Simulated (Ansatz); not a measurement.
A nudged elastic band was laid between two geometries of AsH5OSi (8 atoms, charge 0, multiplicity 1).

Theory: Ansatz 0.2.0, RKS LDA/def2-SVP.

```
movable images  : 7
climbing image  : yes
spring          : 5.0 eV/Å²
optimiser       : quadratic models (default)
start path      : IDPP
force threshold : 0.03 eV/Å
iteration limit : 60
end points      : relaxed
```

Image 0:

```xyz
8
Properties=species:S:1:pos:R:3
O -1.766 0.229 -0.273
Si -0.127 0.510 -0.194
As 0.700 -1.069 1.329
H -2.272 0.766 -0.909
H 0.515 0.408 -1.560
H 0.197 1.881 0.358
H 2.125 -0.629 0.952
H 0.720 -2.153 0.240
```

Image 8:

```xyz
8
Properties=species:S:1:pos:R:3
O -1.702 0.432 -0.725
Si -0.076 0.536 -0.388
As 0.550 -1.026 1.271
H -2.312 0.545 0.025
H 0.609 0.314 -1.705
H 0.316 1.893 0.155
H 2.016 -0.607 1.082
H 0.691 -2.143 0.229
```

Question: What changes between the two ends?

Answer: No bond is made or broken. The dihedral H4–O1–Si2–H6 goes from 67 to -62°.

Question: What energy profile does the band end with?

Answer: It converged. The highest image is number 4 of 0 to 8, 0.015 eV above the first end and 0.038 eV above the last; the last end lies 0.023 eV below the first. A vibrational analysis at the climbing image gives one clearly imaginary mode, 199i cm⁻¹: a first-order saddle point.

```csv
image,path coordinate (Å),energy (eV),dihedral H4–O1–Si2–H6 (°)
0,0.00,0.000,67
1,0.16,0.001,56
2,0.33,0.006,41
3,0.49,0.012,26
4,0.66,0.015,9
5,0.87,0.008,-12
6,1.07,-0.007,-32
7,1.28,-0.019,-48
8,1.49,-0.023,-62
```

Question: What is the geometry of the highest image?

Answer: 
```xyz
8
Properties=species:S:1:pos:R:3
O -1.731 0.186 -0.574
Si -0.111 0.457 -0.303
As 0.643 -1.045 1.343
H -2.320 0.956 -0.505
H 0.666 0.306 -1.586
H 0.111 1.857 0.228
H 2.083 -0.598 1.033
H 0.752 -2.175 0.308
```

Question: What are the harmonic wavenumbers there?

Answer: 199i, 111, 167, 354, 416, 578, 594, 691, 794, 830, 881, 926, 939, 2116, 2125, 2141, 2151, 3808 cm⁻¹.

The band took 7 iterations and roughly 40 core-seconds.

Run time: 40 s on 1 thread of AMD EPYC 9R45 96-Core Processor (Zen 5), on a shared host, peak memory 0.14 GiB.
